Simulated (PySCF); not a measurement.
**Electron correlation in S (sulfur, neutral)**

[Ne] 3s2 3p4, high-spin 3P determinant. Calculation: PySCF 2.14, in cc-pV(D+d)Z; no relativity, point nucleus. Frozen: [Ne]; 6 electrons correlated.

MP2 pair energies summed by pair of shells (mhartree):

```json
{"pair": "3p-3p", "energy": "-40.35", "share (%)": "47.2"}
{"pair": "3s-3p", "energy": "-37.45", "share (%)": "43.8"}
{"pair": "3s-3s", "energy": "-7.71", "share (%)": "9.0"}
```

Total MP2 correlation energy: -85.51 mhartree.

Same-spin part -21.16 and opposite-spin part -64.35 mhartree; SCS-MP2 scales them by 1/3 and 6/5 to -84.27 mhartree.

```
  level  correlation energy (mhartree)
   CCSD                        -105.73
    (T)                          -1.38
CCSD(T)                        -107.11
```

Diagnostics: T1 = 0.0078, D1 = 0.0248, largest double amplitude 0.056.

Problem. Is a single reference adequate?

Solution. Yes: T1 lies below 0.03 and no double amplitude reaches 0.07.
